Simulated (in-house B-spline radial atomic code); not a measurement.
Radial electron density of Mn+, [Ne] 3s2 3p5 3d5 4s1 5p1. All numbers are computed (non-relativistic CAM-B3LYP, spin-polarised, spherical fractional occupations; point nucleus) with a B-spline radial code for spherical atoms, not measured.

Caution: exact exchange at fractional occupations of open shells leaves self-interaction of up to several eV.

Columns: r (bohr), 4πr²n(r) (electrons per bohr), bar.

```
 0.00242   0.6895 #
 0.00302    1.042 #
 0.00377    1.564 ##
  0.0047    2.321 ###
 0.00586    3.404 #####
 0.00732    4.938 #######
 0.00913    7.018 #########
  0.0114     9.77 #############
  0.0142    13.19 ##################
  0.0177    17.22 #######################
  0.0221    21.59 #############################
  0.0276    25.71 ##################################
  0.0344    28.72 ######################################
   0.043    29.85 ########################################
  0.0536    28.73 ######################################
  0.0669    25.98 ###################################
  0.0835    23.41 ###############################
   0.104     23.2 ###############################
    0.13    26.34 ###################################
   0.162     30.9 #########################################
   0.202    32.89 ############################################
   0.252    29.19 #######################################
   0.315    20.99 ############################
   0.393    13.79 ##################
    0.49    11.76 ################
   0.612    13.58 ##################
   0.763    14.39 ###################
   0.952    11.71 ################
    1.19     7.21 ##########
    1.48     3.68 #####
    1.85     1.78 ##
    2.31   0.9492 #
    2.88   0.4761 #
    3.59   0.1729 
    4.48  0.07591 
    5.59   0.1369 
    6.98   0.1922 
    8.71   0.1395 
    10.9  0.05288 
    13.6  0.01021 
    16.9 0.0009363 
    21.1 3.181e-05 
    26.3 3.411e-07
```

On this grid the curve has 4 maxima, near 0.043, 0.202, 0.763, 6.98 bohr.

The 3p down radial function P(r) = rR(r), positive near the nucleus:

```tsv
r (bohr)	P
0.00302	0.001517
0.0047	0.003597
0.00732	0.008445
0.0114	0.01947
0.0177	0.04339
0.0276	0.09332
0.043	0.1873
0.0669	0.3375
0.104	0.5133
0.162	0.5798
0.252	0.3027
0.393	-0.3919
0.612	-1.042
0.952	-1.028
1.48	-0.5106
2.31	-0.1154
3.59	-0.00885
```
